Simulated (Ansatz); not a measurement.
One geometry of the cluster Cs₂Br₃⁻, several levels of theory.

```yaml
crystal:
  periodic: [false, false, false]
  atoms:
    - {symbol: Cs, position_ang: [3.245317, -0.698388, -0.920115]}
    - {symbol: Cs, position_ang: [-1.258087, 0.274168, 0.358639]}
    - {symbol: Br, position_ang: [0.868310, 0.951003, -2.559876]}
    - {symbol: Br, position_ang: [1.599489, -1.470534, 1.864860]}
    - {symbol: Br, position_ang: [-4.455029, 0.943741, 1.256493]}
basis:
  gaussian: {orbitals: def2-TZVPD, initial_orbitals: start.molden}
total_charge: -1
hamiltonian: {xc: pbe0, dispersion: d4}
scf: {omitted_lower_state_checks: [starts]}
output: {orbitals: {seedname: orbitals}}
```

The file start.molden holds the orbitals of an earlier run on this structure, at another level or in another basis.

```sh
$ ansatz run in.yaml --threads 4 --pin off --events-out ev --progress --plain --max-ram 4787MiB
```

It prints (some lines left out):

```
Functional definition: PBE0
2034 factors; their error is unknown
mean field evaluation 1: about -211219.5188 eV, gradient 2.0e2 eV
mean field evaluation 2: about -211220.3134 eV, gradient 2.1e0 eV
mean field evaluation 4: about -211221.3052 eV, gradient 6.2e-1 eV
mean field evaluation 8: about -211221.3054 eV, gradient 8.8e-6 eV
mean field -211221.30539251 eV, -7762.2398022318 hartree, gradient 8.8e-6 eV, S^2 0.000000; 0 other end points of the search recorded, 0 dependent functions left out
reference -211221.30543947 eV, -7762.2398039575 hartree; 62, 62 occupied and 173, 173 virtual orbitals, 2034 factors
Total energy: -211221.41825515 eV, -7762.2439498571 hartree
Checks for a lower state left out: starts
```

Hardware: 4 threads of Intel Xeon on a shared host. Wall time 17 s, peak host memory 1.2 GiB.

As the first input, with `correlation: {method: mp2}` and without the key `hamiltonian` (abridged; 14 s):

```
Functional definition: HF
mean field -211087.41448180 eV, -7757.3194020178 hartree, gradient 9.7e-6 eV, S^2 0.000000
27 core orbitals not correlated: weight in the atoms' cores, before any rotation towards them, 1.000 or more for the frozen orbitals, at most 0.000 for the correlated occupied ones
second order -29.00785796 eV of doubles, -0.00000000 eV of singles
Total energy: -211116.42233976 eV, -7758.3854211355 hartree
Checks for a lower state left out: starts
```

The first input with `hamiltonian: {xc: r2scan, dispersion: d4}` (abridged; 14 s):

```
Functional definition: r2SCAN
mean field -211245.11390670 eV, -7763.1147489902 hartree, gradient 7.0e-5 eV, S^2 0.000000
Total energy: -211245.13987099 eV, -7763.1157031605 hartree
Checks for a lower state left out: starts
```

As the first input, with `hamiltonian: {xc: hf}` (abridged; 11 s):

```
Functional definition: HF
mean field -211087.41105508 eV, -7757.3192760882 hartree, gradient 2.6e-5 eV, S^2 0.000000
Total energy: -211087.41105508 eV, -7757.3192760882 hartree
Checks for a lower state left out: starts
```

As the first input, with `hamiltonian: {xc: {name: wB97X-V}}` (abridged; 34 s):

```
Functional definition: wB97X-V
mean field -211226.00256088 eV, -7762.4124199855 hartree, gradient 2.4e-5 eV, S^2 0.000000
Total energy: -211226.00255780 eV, -7762.4124198724 hartree
Checks for a lower state left out: starts
```

First input, but with `hamiltonian: {xc: pbe, dispersion: d4}`, `output: {forces: true, orbitals: {seedname: orbitals}}` (abridged; 12 s):

```
Functional definition: PBE
mean field -211214.21949149 eV, -7761.9794001723 hartree, gradient 1.7e-5 eV, S^2 0.000000
Total energy: -211214.34670093 eV, -7761.9840750331 hartree
Atom 0 force    -0.110364     0.024227     0.031609 eV/Å
Atom 1 force    -0.041861     0.008597     0.010733 eV/Å
Atom 2 force     0.053692    -0.044878     0.052491 eV/Å
Atom 3 force     0.033378     0.025423    -0.076626 eV/Å
Atom 4 force     0.065155    -0.013369    -0.018206 eV/Å
Dipole moment:     3.297882    -0.703295    -0.931199 e Å
Checks for a lower state left out: starts
```

First input, but with `gaussian: {orbitals: def2-SVPD, initial_orbitals: start.molden}`, `correlation: {method: ccsd_t}` and without the key `hamiltonian` (abridged; 3.1 min):

```
Functional definition: HF
mean field -211062.07210074 eV, -7756.3880866914 hartree, gradient 8.5e-6 eV, S^2 0.000000
27 core orbitals not correlated: weight in the atoms' cores, before any rotation towards them, 1.000 or more for the frozen orbitals, at most 0.000 for the correlated occupied ones
second order -22.30759433 eV of doubles, -0.00000000 eV of singles
cycle   1  -22.19714447 eV  change    1.1e-1 eV  update   8.2e-2
cycle   2  -22.59911978 eV  change   -4.0e-1 eV  update   2.2e-2
cycle   3  -22.62102379 eV  change   -2.2e-2 eV  update   1.0e-2
cycle   4  -22.60669098 eV  change    1.4e-2 eV  update   2.6e-3
cycle   5  -22.60712453 eV  change   -4.3e-4 eV  update   1.2e-3
cycle   6  -22.60771866 eV  change   -5.9e-4 eV  update   3.8e-4
cycle   7  -22.60754272 eV  change    1.8e-4 eV  update   1.5e-4
cycle   8  -22.60749316 eV  change    5.0e-5 eV  update   5.8e-5
perturbative correction -0.50146718 eV, -0.0184285788 hartree
Total energy: -211085.18106108 eV, -7757.2373253201 hartree
Checks for a lower state left out: starts
```

Geometry: PBE-D4/def2-SVPD.

In the def2 sets Cs takes a core potential; there is no spin–orbit coupling. Correlated methods freeze 27 core orbitals; core or outer-core shells of Cs, Br are correlated, in sets that lack core-valence functions. Another isomer (singlet) lies 0.19 eV lower at PBE0-D4/def2-TZVPD; other spin states weren't run for this one.
